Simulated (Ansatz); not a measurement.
Relaxation of Ga7Sb7 with RKS r2SCAN-D4/def2-SVP.

```sh
$ ansatz run in.yaml --threads 2 --pin off --events-out ev --progress --plain --max-ram 22528MiB --backend cuda --devices 0, --max-vram 18GiB
```

```yaml
crystal:
  periodic: [false, false, false]
  atoms:
    - {symbol: Ga, position_ang: [5.855800, 1.121000, -2.204700]}
    - {symbol: Ga, position_ang: [2.497500, -3.114500, -3.425400]}
    - {symbol: Ga, position_ang: [0.587800, -3.175600, -0.171300]}
    - {symbol: Ga, position_ang: [1.822900, 0.406100, -3.861000]}
    - {symbol: Ga, position_ang: [2.781000, 2.526400, 0.671500]}
    - {symbol: Ga, position_ang: [0.000000, 0.000000, 0.000000]}
    - {symbol: Ga, position_ang: [3.839300, -0.489900, -0.909000]}
    - {symbol: Sb, position_ang: [3.377200, 2.171900, -1.857500]}
    - {symbol: Sb, position_ang: [1.183400, -1.287600, -1.986300]}
    - {symbol: Sb, position_ang: [2.034600, -1.063000, 1.189300]}
    - {symbol: Sb, position_ang: [0.231600, 3.131400, 0.125200]}
    - {symbol: Sb, position_ang: [4.715100, 0.850900, 1.310200]}
    - {symbol: Sb, position_ang: [5.705300, -2.287200, 0.041200]}
    - {symbol: Sb, position_ang: [4.436000, -0.716700, -3.587000]}
basis:
  gaussian: {orbitals: def2-SVP, fitting: {mean_field: def2-universal-jkfit}}
hamiltonian: {xc: r2scan, dispersion: d4}
scf: {lower_state_search: "off"}
output: {orbitals: {seedname: orbitals}}
relax: {f_tol: 0.03, max_steps: 70}
```

Run time 3 min (2 threads of AMD EPYC 7R13 on a shared host and a share (18 GiB) of an NVIDIA H100 80GB HBM3), peak host memory 1.1 GiB.

Positions (Å) and forces (eV/Å) at steps 1, 2, 3, 4, 5, 6, 7, 8, 9, 10, 11, 12, 13, 14, 15, 16, 17, 18, 19, 20 of 37:

```xyz
14
step=1 energy=-412385.8899 eV
Ga    5.856    1.121   -2.205    0.862   -0.012   -0.067
Ga    2.498   -3.115   -3.425    0.693   -0.165   -0.488
Ga    0.588   -3.176   -0.171   -0.437   -0.647    0.693
Ga    1.823    0.406   -3.861    0.184    1.040   -0.629
Ga    2.781    2.526    0.671   -1.179    0.170    0.141
Ga    0.000    0.000    0.000   -0.459    1.877    0.347
Ga    3.839   -0.490   -0.909    0.329   -0.554   -0.269
Sb    3.377    2.172   -1.857   -0.625    0.359   -0.928
Sb    1.183   -1.288   -1.986   -0.734    0.149    0.018
Sb    2.035   -1.063    1.189    0.939   -0.408    0.788
Sb    0.232    3.131    0.125    0.588   -1.663   -0.060
Sb    4.715    0.851    1.310    0.654   -0.924    0.415
Sb    5.705   -2.287    0.041   -1.095    1.400    0.003
Sb    4.436   -0.717   -3.587    0.281   -0.622    0.037
14
step=2 energy=-412387.5300 eV
Ga    5.935    1.119   -2.221    0.362    0.139   -0.027
Ga    2.565   -3.105   -3.470    0.465    0.282   -0.239
Ga    0.529   -3.206   -0.081   -0.124    0.120    0.373
Ga    1.849    0.515   -3.919    0.153    0.446   -0.119
Ga    2.728    2.466    0.674   -0.108   -0.334   -0.106
Ga    0.012    0.154    0.071    0.316    1.008    0.435
Ga    3.814   -0.479   -0.962   -0.434    0.014   -0.499
Sb    3.319    2.215   -1.967   -0.287   -0.200   -0.414
Sb    1.102   -1.272   -2.004   -0.435   -0.076    0.125
Sb    2.113   -1.099    1.271    0.353   -0.044    0.080
Sb    0.256    2.940    0.101   -0.046   -1.125   -0.199
Sb    4.760    0.741    1.355    0.313   -0.976    0.295
Sb    5.596   -2.134    0.075   -0.710    1.139    0.294
Sb    4.491   -0.782   -3.588    0.182   -0.393    0.003
14
step=3 energy=-412388.3453 eV
Ga    5.968    1.134   -2.226    0.239    0.153   -0.065
Ga    2.615   -3.061   -3.496    0.360    0.381   -0.123
Ga    0.511   -3.185   -0.025   -0.076    0.192    0.296
Ga    1.864    0.550   -3.927    0.022    0.109   -0.035
Ga    2.726    2.391    0.657    0.221   -0.318   -0.181
Ga    0.064    0.253    0.125    0.399   -0.098    0.352
Ga    3.742   -0.459   -1.028   -0.904    0.335   -0.779
Sb    3.286    2.191   -2.021   -0.031   -0.293   -0.159
Sb    1.053   -1.270   -1.996   -0.299   -0.053    0.081
Sb    2.165   -1.095    1.283   -0.053   -0.098   -0.004
Sb    0.260    2.816    0.072   -0.210   -0.107   -0.166
Sb    4.780    0.598    1.384    0.386   -0.530    0.534
Sb    5.502   -1.977    0.129   -0.275    0.579    0.359
Sb    4.530   -0.812   -3.596    0.222   -0.252   -0.110
14
step=4 energy=-412388.9654 eV
Ga    6.018    1.164   -2.247    0.198    0.063   -0.069
Ga    2.683   -2.970   -3.520    0.283    0.423    0.006
Ga    0.469   -3.161    0.043   -0.049    0.214    0.212
Ga    1.871    0.536   -3.932   -0.071   -0.135    0.006
Ga    2.760    2.302    0.601    0.088   -0.404   -0.243
Ga    0.138    0.257    0.202    0.197   -0.403    0.252
Ga    3.599   -0.399   -1.120   -0.840    0.171   -0.777
Sb    3.292    2.160   -2.084    0.150   -0.263   -0.024
Sb    0.972   -1.288   -1.993   -0.142   -0.082   -0.076
Sb    2.190   -1.135    1.310   -0.092   -0.095   -0.027
Sb    0.254    2.771    0.047    0.056    0.220   -0.001
Sb    4.826    0.485    1.474    0.180    0.625    1.092
Sb    5.389   -1.825    0.175   -0.064   -0.265   -0.170
Sb    4.606   -0.823   -3.622    0.108   -0.068   -0.180
14
step=5 energy=-412389.6100 eV
Ga    6.079    1.170   -2.270    0.043   -0.092   -0.038
Ga    2.753   -2.868   -3.525    0.263    0.429    0.052
Ga    0.433   -3.113    0.110   -0.067    0.242    0.142
Ga    1.856    0.500   -3.939   -0.066   -0.190   -0.003
Ga    2.775    2.158    0.529    0.085   -0.572   -0.114
Ga    0.181    0.221    0.269   -0.122   -0.096    0.095
Ga    3.457   -0.374   -1.225   -0.397   -0.385   -0.456
Sb    3.333    2.118   -2.140    0.268    0.024   -0.071
Sb    0.893   -1.314   -2.013   -0.021   -0.117   -0.112
Sb    2.220   -1.157    1.326    0.379   -0.072    0.008
Sb    0.274    2.758    0.054    0.257    0.026    0.165
Sb    4.861    0.508    1.664   -0.183    0.485    0.703
Sb    5.288   -1.738    0.173   -0.404    0.291   -0.065
Sb    4.663   -0.797   -3.678   -0.036    0.027   -0.305
14
step=6 energy=-412390.1935 eV
Ga    6.113    1.125   -2.284   -0.236   -0.278    0.008
Ga    2.825   -2.781   -3.527    0.220    0.316   -0.031
Ga    0.407   -3.052    0.163   -0.116    0.227    0.149
Ga    1.840    0.470   -3.941    0.059   -0.152    0.053
Ga    2.790    2.000    0.482    0.111   -0.469    0.067
Ga    0.177    0.195    0.306   -0.262   -0.043   -0.026
Ga    3.355   -0.420   -1.349   -0.002   -0.455   -0.277
Sb    3.389    2.087   -2.172    0.203    0.245   -0.080
Sb    0.848   -1.343   -2.038   -0.012   -0.062   -0.133
Sb    2.278   -1.159    1.318    0.681    0.089    0.167
Sb    0.324    2.746    0.110    0.299   -0.046    0.168
Sb    4.850    0.578    1.847   -0.603    0.252    0.253
Sb    5.188   -1.608    0.208   -0.252    0.318    0.035
Sb    4.683   -0.765   -3.789   -0.090    0.058   -0.353
14
step=7 energy=-412390.7104 eV
Ga    6.083    1.030   -2.276   -0.563   -0.499    0.112
Ga    2.892   -2.701   -3.559    0.087    0.107   -0.139
Ga    0.371   -2.962    0.236   -0.127    0.254    0.160
Ga    1.853    0.439   -3.932    0.290   -0.102    0.117
Ga    2.806    1.855    0.458    0.070   -0.246    0.184
Ga    0.149    0.158    0.328   -0.137   -0.038   -0.126
Ga    3.312   -0.492   -1.473    0.423   -0.136   -0.154
Sb    3.430    2.098   -2.184   -0.030    0.195   -0.006
Sb    0.826   -1.376   -2.068   -0.044   -0.025   -0.138
Sb    2.366   -1.141    1.330    0.628    0.284    0.515
Sb    0.392    2.726    0.166    0.192   -0.060    0.081
Sb    4.771    0.658    2.007   -0.865   -0.056   -0.065
Sb    5.130   -1.486    0.252    0.139    0.202   -0.160
Sb    4.686   -0.732   -3.951   -0.062    0.119   -0.383
14
step=8 energy=-412391.2922 eV
Ga    5.967    0.880   -2.230   -0.726   -0.583    0.172
Ga    2.938   -2.649   -3.620   -0.143   -0.131   -0.112
Ga    0.342   -2.854    0.312   -0.080    0.287    0.116
Ga    1.918    0.408   -3.921    0.509   -0.067    0.162
Ga    2.806    1.755    0.469   -0.062   -0.043    0.062
Ga    0.152    0.128    0.323    0.144    0.021   -0.228
Ga    3.333   -0.546   -1.568    0.395    0.096   -0.011
Sb    3.417    2.130   -2.170   -0.070    0.120    0.098
Sb    0.823   -1.399   -2.106   -0.001   -0.081   -0.085
Sb    2.458   -1.115    1.411    0.244    0.152    0.597
Sb    0.446    2.716    0.199   -0.016   -0.096    0.019
Sb    4.650    0.712    2.117   -0.504   -0.190   -0.135
Sb    5.136   -1.389    0.257    0.312    0.239   -0.354
Sb    4.682   -0.705   -4.139   -0.003    0.276   -0.301
14
step=9 energy=-412391.6971 eV
Ga    5.831    0.748   -2.179   -0.430   -0.444    0.112
Ga    2.936   -2.644   -3.660   -0.130   -0.144   -0.057
Ga    0.328   -2.771    0.355   -0.016    0.282    0.108
Ga    2.017    0.388   -3.895    0.415    0.035    0.110
Ga    2.789    1.713    0.475   -0.090    0.130   -0.034
Ga    0.193    0.117    0.288    0.208    0.034   -0.198
Ga    3.364   -0.552   -1.604   -0.058    0.037    0.032
Sb    3.400    2.162   -2.142    0.020    0.076    0.092
Sb    0.832   -1.420   -2.132    0.036   -0.084   -0.021
Sb    2.512   -1.108    1.500   -0.122   -0.238    0.287
Sb    0.451    2.705    0.207   -0.168   -0.137    0.022
Sb    4.580    0.726    2.154    0.006    0.010   -0.068
Sb    5.165   -1.319    0.219    0.303    0.213   -0.204
Sb    4.669   -0.672   -4.252    0.026    0.230   -0.180
14
step=10 energy=-412391.9519 eV
Ga    5.715    0.599   -2.130   -0.045   -0.186   -0.038
Ga    2.924   -2.654   -3.692   -0.018   -0.047   -0.036
Ga    0.315   -2.684    0.395    0.044    0.238    0.097
Ga    2.127    0.394   -3.860    0.157    0.127    0.027
Ga    2.755    1.721    0.479   -0.048    0.212   -0.051
Ga    0.256    0.110    0.237    0.180   -0.050   -0.084
Ga    3.347   -0.560   -1.609   -0.392   -0.072    0.203
Sb    3.416    2.191   -2.106    0.125   -0.009    0.066
Sb    0.835   -1.447   -2.157   -0.029   -0.059   -0.030
Sb    2.554   -1.143    1.569   -0.255   -0.329    0.008
Sb    0.400    2.682    0.220   -0.189   -0.118    0.049
Sb    4.552    0.748    2.154    0.122    0.109   -0.093
Sb    5.212   -1.247    0.174    0.267    0.117   -0.032
Sb    4.659   -0.637   -4.338    0.081    0.068   -0.086
14
step=11 energy=-412392.2283 eV
Ga    5.644    0.425   -2.163   -0.029   -0.146   -0.077
Ga    2.925   -2.627   -3.685    0.077    0.000   -0.045
Ga    0.331   -2.641    0.392    0.087    0.171    0.028
Ga    2.204    0.445   -3.793    0.145    0.054    0.011
Ga    2.747    1.883    0.487   -0.177    0.209   -0.203
Ga    0.419    0.058    0.139   -0.013    0.217    0.108
Ga    3.210   -0.576   -1.465   -0.297    0.023    0.415
Sb    3.535    2.183   -2.070    0.009    0.060    0.038
Sb    0.767   -1.481   -2.254   -0.054   -0.035    0.046
Sb    2.585   -1.208    1.603   -0.173   -0.264   -0.159
Sb    0.289    2.627    0.267   -0.001   -0.288    0.049
Sb    4.504    0.792    2.136    0.072    0.036   -0.069
Sb    5.278   -1.167    0.170    0.231   -0.041   -0.014
Sb    4.629   -0.638   -4.430    0.123    0.004   -0.127
14
step=12 energy=-412392.4497 eV
Ga    5.583    0.302   -2.201   -0.165   -0.034   -0.030
Ga    2.965   -2.593   -3.679    0.012    0.142    0.064
Ga    0.345   -2.582    0.402    0.008    0.015   -0.039
Ga    2.296    0.467   -3.745    0.100   -0.180    0.078
Ga    2.712    1.992    0.443    0.084   -0.018   -0.026
Ga    0.468    0.069    0.141   -0.101   -0.235    0.085
Ga    3.100   -0.570   -1.298   -0.158    0.042    0.475
Sb    3.584    2.204   -2.059    0.169   -0.038   -0.104
Sb    0.729   -1.492   -2.275    0.119    0.057   -0.141
Sb    2.594   -1.280    1.576    0.031   -0.062   -0.123
Sb    0.220    2.560    0.310   -0.162    0.270    0.051
Sb    4.465    0.798    2.083   -0.040    0.020   -0.077
Sb    5.349   -1.158    0.162    0.094    0.005   -0.101
Sb    4.658   -0.644   -4.525    0.009    0.016   -0.111
14
step=13 energy=-412392.6011 eV
Ga    5.510    0.227   -2.232   -0.087   -0.061   -0.005
Ga    3.004   -2.546   -3.639    0.016    0.170    0.047
Ga    0.355   -2.573    0.379   -0.027   -0.072   -0.047
Ga    2.362    0.440   -3.694    0.042   -0.153    0.108
Ga    2.703    2.032    0.402   -0.108   -0.012   -0.052
Ga    0.452    0.053    0.164   -0.211    0.025    0.146
Ga    3.012   -0.542   -1.126    0.026    0.050    0.139
Sb    3.650    2.208   -2.082    0.018    0.067   -0.064
Sb    0.726   -1.474   -2.311    0.160    0.046   -0.189
Sb    2.606   -1.326    1.553    0.031   -0.036    0.087
Sb    0.174    2.561    0.342    0.098    0.051    0.021
Sb    4.443    0.799    2.044    0.009    0.003   -0.051
Sb    5.400   -1.146    0.142    0.040   -0.002   -0.121
Sb    4.672   -0.640   -4.607   -0.007   -0.074   -0.017
14
step=14 energy=-412392.6154 eV
Ga    5.395    0.205   -2.312    0.085    0.087    0.293
Ga    3.050   -2.545   -3.661    0.197    0.146    0.049
Ga    0.273   -2.560    0.384    0.107   -0.010   -0.146
Ga    2.518    0.387   -3.595   -0.038    0.110   -0.062
Ga    2.677    2.114    0.342   -0.002   -0.212    0.018
Ga    0.358    0.054    0.318   -0.005   -0.025    0.045
Ga    2.958   -0.492   -0.940    0.218   -0.101    0.147
Sb    3.681    2.316   -2.120    0.060   -0.131   -0.270
Sb    0.892   -1.472   -2.391   -0.526   -0.056    0.043
Sb    2.541   -1.413    1.622    0.019    0.046    0.044
Sb    0.148    2.576    0.426    0.026    0.076   -0.083
Sb    4.400    0.755    1.937    0.045    0.010   -0.016
Sb    5.458   -1.132    0.021   -0.093    0.048   -0.092
Sb    4.720   -0.720   -4.695   -0.094    0.013    0.031
14
step=15 energy=-412392.7084 eV
Ga    5.404    0.221   -2.232   -0.053    0.099   -0.008
Ga    3.073   -2.448   -3.516    0.116    0.056   -0.043
Ga    0.350   -2.578    0.319    0.067   -0.031   -0.005
Ga    2.460    0.398   -3.584    0.063    0.049    0.054
Ga    2.680    2.008    0.261    0.076    0.065   -0.002
Ga    0.321    0.046    0.334   -0.005   -0.048    0.042
Ga    2.943   -0.552   -0.915    0.116   -0.127   -0.215
Sb    3.689    2.318   -2.203    0.082    0.123    0.040
Sb    0.770   -1.420   -2.398   -0.089   -0.015    0.055
Sb    2.568   -1.402    1.620   -0.177   -0.125    0.222
Sb    0.176    2.577    0.356    0.067   -0.002   -0.035
Sb    4.449    0.756    1.900   -0.032    0.022   -0.059
Sb    5.468   -1.190    0.029   -0.137    0.098   -0.047
Sb    4.716   -0.660   -4.636   -0.095   -0.164    0.000
14
step=16 energy=-412392.7982 eV
Ga    5.363    0.262   -2.214   -0.153    0.170   -0.172
Ga    3.076   -2.405   -3.434    0.024    0.005   -0.016
Ga    0.401   -2.620    0.283    0.071   -0.024    0.032
Ga    2.483    0.446   -3.507    0.031    0.075    0.137
Ga    2.726    2.005    0.169    0.011    0.059   -0.076
Ga    0.343    0.000    0.360    0.051    0.095    0.056
Ga    2.918   -0.643   -0.894   -0.061   -0.136    0.173
Sb    3.764    2.435   -2.269   -0.016    0.072   -0.050
Sb    0.694   -1.397   -2.409    0.161    0.100    0.079
Sb    2.531   -1.454    1.711   -0.207   -0.053   -0.062
Sb    0.219    2.547    0.289    0.099   -0.115   -0.034
Sb    4.420    0.747    1.864   -0.139   -0.033   -0.109
Sb    5.442   -1.176   -0.002    0.103   -0.124    0.088
Sb    4.689   -0.675   -4.613    0.024   -0.089   -0.045
14
step=17 energy=-412392.9448 eV
Ga    5.267    0.317   -2.202   -0.106    0.210   -0.190
Ga    3.091   -2.357   -3.371    0.010   -0.062    0.003
Ga    0.425   -2.643    0.258    0.030   -0.046   -0.029
Ga    2.536    0.486   -3.393   -0.040    0.107    0.101
Ga    2.767    2.020    0.035    0.002   -0.039   -0.135
Ga    0.365   -0.028    0.423    0.036    0.255    0.046
Ga    2.888   -0.750   -0.775    0.048   -0.097    0.271
Sb    3.816    2.589   -2.377   -0.006   -0.150    0.018
Sb    0.684   -1.361   -2.413    0.138    0.092    0.115
Sb    2.456   -1.537    1.811   -0.188    0.009   -0.086
Sb    0.261    2.518    0.222    0.060   -0.170   -0.005
Sb    4.353    0.698    1.782   -0.138   -0.056   -0.092
Sb    5.477   -1.192   -0.057    0.087   -0.057   -0.024
Sb    4.679   -0.688   -4.607    0.068    0.004    0.007
14
step=18 energy=-412393.0263 eV
Ga    5.213    0.408   -2.237    0.116    0.003   -0.085
Ga    3.116   -2.328   -3.313    0.029   -0.151    0.081
Ga    0.410   -2.643    0.231   -0.065   -0.066   -0.042
Ga    2.574    0.520   -3.278   -0.118    0.076   -0.088
Ga    2.781    1.989   -0.102    0.021   -0.043    0.000
Ga    0.384   -0.021    0.479   -0.020    0.287   -0.027
Ga    2.904   -0.875   -0.632    0.306   -0.057    0.137
Sb    3.854    2.698   -2.456   -0.111   -0.247    0.119
Sb    0.711   -1.319   -2.376    0.041    0.080    0.054
Sb    2.322   -1.604    1.918   -0.001    0.038   -0.088
Sb    0.293    2.504    0.167   -0.035   -0.107    0.036
Sb    4.265    0.617    1.697   -0.002   -0.015   -0.077
Sb    5.575   -1.176   -0.156   -0.210    0.063   -0.065
Sb    4.667   -0.697   -4.606    0.051    0.139    0.045
14
step=19 energy=-412393.0459 eV
Ga    5.226    0.407   -2.298    0.183   -0.095    0.176
Ga    3.150   -2.382   -3.328    0.077   -0.128    0.136
Ga    0.365   -2.599    0.233   -0.094   -0.079   -0.031
Ga    2.579    0.492   -3.321   -0.079    0.076   -0.114
Ga    2.732    1.998   -0.028    0.081   -0.021   -0.019
Ga    0.394    0.035    0.458   -0.039    0.020   -0.045
Ga    2.950   -0.860   -0.612    0.265   -0.195   -0.013
Sb    3.786    2.643   -2.381    0.026    0.008   -0.080
Sb    0.781   -1.316   -2.353   -0.173    0.042   -0.011
Sb    2.293   -1.585    1.888    0.009   -0.104    0.190
Sb    0.249    2.542    0.211    0.002    0.021    0.007
Sb    4.269    0.583    1.686    0.056    0.106    0.007
Sb    5.616   -1.169   -0.180   -0.305    0.169   -0.226
Sb    4.677   -0.716   -4.638   -0.009    0.178    0.023
14
step=20 energy=-412393.1194 eV
Ga    5.253    0.457   -2.345    0.027   -0.020    0.045
Ga    3.245   -2.363   -3.154    0.118   -0.200    0.078
Ga    0.318   -2.603    0.223   -0.072   -0.031    0.063
Ga    2.561    0.532   -3.363   -0.039    0.027   -0.022
Ga    2.734    1.958   -0.056    0.025    0.089   -0.050
Ga    0.411    0.047    0.426   -0.052    0.061   -0.054
Ga    2.981   -0.992   -0.579   -0.096   -0.139   -0.038
Sb    3.777    2.665   -2.389    0.014    0.014    0.016
Sb    0.783   -1.274   -2.320    0.037    0.109   -0.013
Sb    2.227   -1.608    1.928    0.119   -0.071    0.036
Sb    0.263    2.557    0.208    0.025   -0.011    0.011
Sb    4.260    0.541    1.648   -0.083    0.083    0.115
Sb    5.615   -1.152   -0.244   -0.026   -0.012   -0.255
Sb    4.640   -0.694   -4.649    0.003    0.099    0.067
```

In the def2 sets Sb takes a core potential; there is no spin–orbit coupling. Single mean-field runs in def2-SVP are fitted with def2-universal-jkfit. The restricted singlet is unstable towards broken spin symmetry in Hartree–Fock (as tested in another run); at r2SCAN-D4/def2-SVP this wasn't settled. The structure comes from a short search, and lower isomers may exist.
